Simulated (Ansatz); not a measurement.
Consider the formal exchange of groups at the Si–O bond: `[AlH2][O][SiH2][SiH3]` + `[SnH4]` → `[SiH3][SiH2][SnH3]` + `[OH][AlH2]`.

Computed with Ansatz on PBE0-D4/def2-TZVP structures; ΔE is electronic, products minus reactants. CBS: MP2 limit from def2 TZ/QZ plus the TZ coupled-cluster correction, frozen cores. This one scheme is used for every species. Functionals use def2-TZVPP. B3LYP here is the variant with VWN-RPA as its local correlation; programs differ in this. HSE06 is defined as in plane-wave codes. def2 core potentials past Kr. For Sn outer-core shells are correlated without core-valence functions, which leaves a few kJ/mol of doubt a bond. One conformer a species, not always the lowest.

`[AlH2][O][SiH2][SiH3]`:

```xyz
11

Al    0.523   -0.082    2.636
O    -0.280   -0.004    1.159
Si   -1.042    0.188   -0.266
Si    0.460   -0.106   -2.043
H     0.993    1.273    3.297
H     0.761   -1.508    3.269
H    -2.153   -0.799   -0.384
H    -1.646    1.549   -0.349
H     1.047   -1.475   -2.018
H    -0.237    0.087   -3.345
H     1.575    0.878   -1.954
```

`[SnH4]`:

Cartesian coordinates in Å:
```
Sn 0.000 0.000 0.000
H -0.884 0.461 1.382
H -1.073 -0.554 -1.202
H 1.085 -1.248 0.411
H 0.872 1.340 -0.590
```

`[SiH3][SiH2][SnH3]`:

Z-matrix (Å, degrees):
```
Si
Si 1 2.336
H 1 1.488 2 109.5
H 1 1.488 2 111.6 3 120.5
H 1 1.488 2 109.5 3 -119.0
Sn 2 2.562 1 110.5 3 59.6
H 2 1.489 1 110.0 3 -179.9
H 2 1.489 1 110.0 3 -61.0
H 6 1.708 2 110.3 1 -59.7
H 6 1.708 2 110.3 1 59.7
H 6 1.708 2 111.4 1 -180.0
```

`[OH][AlH2]`:

```xyz
5

O    -0.344    0.287   -1.131
Al   -0.038   -0.234    0.453
H     0.226    0.891   -1.606
H     1.250    0.286    1.216
H    -1.094   -1.231    1.068
```

CCSD(T)/CBS gives +59.3 kJ/mol.

**Question.** Another level gave +68.0 kJ/mol. Which?
A. revPBE-D4/def2-TZVPP
B. SCS-MP2/def2-TZVPP
C. B3LYP-D4/def2-TZVPP
D. HSE06-D4/def2-TZVPP

**Answer.** C. B3LYP-D4 68.0, SCS-MP2/def2-TZVPP 73.0, HSE06-D4 51.5, revPBE-D4 46.9 kJ/mol.

Largest T1 diagnostic among the species: 0.014.

Leaving LDA and LC-ωPBE aside and taking each functional with its dispersion term where it has one, the values, not all of them listed here, spread over 32.3 kJ/mol, from PBE-D4 to BHLYP-D4. LDA lies +3.7 kJ/mol from PBE without D4. From PBE to PBE0 (25 % exact exchange), in def2-TZVPP and without D4, ΔE moves by +7.3 kJ/mol. In def2-TZVPP, CCSD(T) changes the Hartree–Fock value by −30.0 kJ/mol (the triples alone add −4.2 kJ/mol) and MP2 by −31.9 kJ/mol.

CCSD(T)/CBS has its own doubt, a few kJ/mol and more with outer-core shells, so smaller differences from it don't rank the levels.
